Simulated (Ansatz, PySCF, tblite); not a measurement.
Breaking a bond: Ti(Cl)2(O), SMILES [Ti]([Cl])(=[O])[Cl]. The Ti1–Cl4 bond (Ti1 also carries Cl, O; Cl4 carries nothing else) is pulled apart rigidly from the PBE0/def2-TZVP optimised geometry.

- GFN2-xTB, 300 K electronic temperature (tblite)
- UMP2/3-21G = unrestricted MP2 (frozen core)/3-21G (PySCF)
- RKS-B3LYP/6-31G* = restricted B3LYP/6-31G*, spherical d in PySCF
- UKS-PBE0 = unrestricted PBE0/def2-TZVP run with Ansatz (a program for electronic structure)

Energies relative to the lowest point of each curve near equilibrium, in eV; the last columns give the difference from UKS-PBE0:

| R / Å | GFN2-xTB | UMP2/3-21G | RKS-B3LYP/6-31G* | UKS-PBE0 | GFN2-xTB − UKS-PBE0 | UMP2/3-21G − UKS-PBE0 | RKS-B3LYP/6-31G* − UKS-PBE0 |
|---|---|---|---|---|---|---|---|
| 1.82 | 1.156 | 1.845 | 2.317 | 2.218 | -1.062 | -0.373 | 0.099 |
| 1.97 | 0.218 | 0.702 | 0.748 | 0.685 | -0.467 | 0.017 | 0.064 |
| 2.11 | 0.000 | 0.141 | 0.137 | 0.107 | -0.107 | 0.033 | 0.029 |
| 2.18 | 0.011 | 0.028 | 0.023 | 0.013 | -0.002 | 0.015 | 0.011 |
| 2.22 | 0.039 | 0.000 | 0.000 | 0.000 | 0.039 | 0.000 | 0.000 |
| 2.30 | 0.132 | 0.007 | 0.023 | 0.044 | 0.088 | -0.037 | -0.021 |
| 2.39 | 0.275 | 0.090 | 0.132 | 0.175 | 0.100 | -0.085 | -0.043 |
| 2.49 | 0.467 | 0.248 | 0.323 | 0.387 | 0.080 | -0.139 | -0.064 |
| 2.72 | 0.977 | 1.739 | 0.902 | 1.005 | -0.028 | 0.734 | -0.102 |
| 2.93 | 1.473 | 1.769 | 1.480 | 1.607 | -0.134 | 0.161 | -0.127 |
| 3.25 | 2.196 | 1.915 | 2.308 | 2.465 | -0.269 | -0.551 | -0.157 |
| 3.66 | 2.978 | 2.099 | 3.182 | 3.358 | -0.381 | -1.259 | -0.176 |
| 4.14 | 3.645 | 2.230 | 3.913 | 3.896 | -0.252 | -1.666 | 0.017 |
| 4.65 | 4.081 | 2.293 | 4.374 | 4.141 | -0.060 | -1.848 | 0.233 |
| 5.43 | 4.411 | 2.332 | 4.752 | 4.303 | 0.107 | -1.972 | 0.448 |
| 6.46 | 4.567 | 2.357 | 5.006 | 4.393 | 0.174 | -2.036 | 0.613 |

GFN2-xTB is furthest from UKS-PBE0 at 1.82 (-1.062 eV, below); its mean absolute difference over the points is 0.209 eV.

UMP2/3-21G is furthest from UKS-PBE0 at 6.46 (-2.036 eV, below); its mean absolute difference over the points is 0.683 eV.

RKS-B3LYP/6-31G* is furthest from UKS-PBE0 at 6.46 (0.613 eV, above); its mean absolute difference over the points is 0.138 eV.

The unrestricted solution behind UMP2/3-21G changes between 2.49 and 2.72 Å, which can leave a kink. The unrestricted determinant behind UMP2/3-21G is spin-contaminated at 1.82 to 6.46 Å (<S²> up to 1.1, against 0.00 for a pure singlet). The restricted form behind RKS-B3LYP/6-31G* keeps the bonding electrons paired and can't separate into open-shell fragments. The unrestricted determinant behind UKS-PBE0 is spin-contaminated at 3.66 to 6.46 Å (<S²> up to 0.8, against 0.00 for a pure singlet).
